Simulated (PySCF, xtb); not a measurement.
C₄H₉NSi, SMILES C=C1[SiH2]N[C@H]1C.

GFN2-xTB (xtb) at its own geometry gives an orbital gap of 3.91 eV and a dipole moment of 0.80 D.

Geometry optimised at PBE0-D3(BJ)/def2-SVP. The structure was generated by enumeration; whether it is a known compound was not checked.

Problem. What does PBE/def2-TZVP (PySCF) give? (The exact figures need the calculation; the answer reports its results.)

Solution. gap 4.03 eV (levels -5.35 and -1.32 eV), dipole 0.96 D.
